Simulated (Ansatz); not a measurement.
# Ligand exchange: C2H4FI + GeH3I → C2H3FI2 + GeH4

Species: C2H4FI (1-fluoro-2-iodoethane) `FCCI`, singlet; GeH3I `[GeH3][I]`, singlet; C2H3FI2 `FC(I)CI`, singlet; GeH4 `[GeH4]`, singlet. The partners trade H for I: C–H and Ge–I bonds give way to C–I and Ge–H.

Shapes, held fixed at every level: PBE0-D4/def2-TZVP. Flexible molecules stand in one conformer, not always the lowest. Programs: Ansatz 0.2.0. The zero-point and thermal change to 298 K, harmonic and unscaled (PBE0-D4/def2-TZVP), is -10.9 kJ/mol.

```
                level                    kind  ΔH(298 K) (kJ/mol)  less CCSD(T)/def2-TZVPP
    PBE-D4/def2-TZVPP                     GGA              +105.3                     -8.3
  BHLYP-D4/def2-TZVPP           global hybrid              +126.7                    +13.1
   PBE0-D4/def2-TZVPP           global hybrid              +117.5                     +3.9
r2SCAN0-D4/def2-TZVPP           global hybrid              +121.3                     +7.7
   wB97X-V/def2-TZVPP  range-separated hybrid              +119.8                     +6.2
      CCSD/def2-TZVPP   coupled cluster or CI              +120.0                     +6.4
   CCSD(T)/def2-TZVPP   coupled cluster or CI              +113.6                      0.0
```

The highest level, CCSD(T)/def2-TZVPP, gives ΔH(298 K) = +113.6 kJ/mol; the levels span +105.3 to +126.7. The column of differences is taken from that level and isn't an error. No measured value is set beside it here. For atoms past krypton def2 sets carry core potentials with scalar relativity. Relativity is left out for Ge. Outer-core shells of Ge, I are correlated, in sets that cover them unevenly.
